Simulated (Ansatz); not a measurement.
Mulliken charges of `C[NH][GeH2][Cl]` from ωB97M-V/def2-TZVPP in Ansatz (PBE0-D4/def2-TZVP geometry).

| atom | x (Å) | y (Å) | z (Å) | charge (e) |
| --- | --- | --- | --- | --- |
| C1 | 0.084 | 1.013 | -0.988 | -0.246 |
| N2 | -0.629 | 0.429 | 0.134 | -0.320 |
| Ge3 | 0.141 | -0.898 | 1.101 | 0.349 |
| Cl4 | 0.548 | -2.663 | -0.111 | -0.319 |
| H5 | 0.140 | 0.361 | -1.868 | 0.128 |
| H6 | -0.389 | 1.952 | -1.285 | 0.119 |
| H7 | 1.108 | 1.249 | -0.686 | 0.115 |
| H8 | -1.603 | 0.264 | -0.076 | 0.102 |
| H9 | 1.512 | -0.417 | 1.585 | 0.036 |
| H10 | -0.828 | -1.341 | 2.199 | 0.038 |

Problem. By hand: the dipole of these point charges (1 e Å = 4.8032 D).

Solution. Σ q r = (0.014, 0.533, 0.282) e Å, of length 0.603 e Å = 2.90 D.

Problem. How does the dipole of the full density compare? (Best estimate.)

Solution. Ansatz gave: (-0.168, 0.370, 0.052) e Å, 1.97 D; the point charges give 1.47 times that, at 32° from its direction.

Point charges leave out the atoms' own dipoles, such as those of lone pairs, and Mulliken's split depends on the basis, so the two needn't agree.
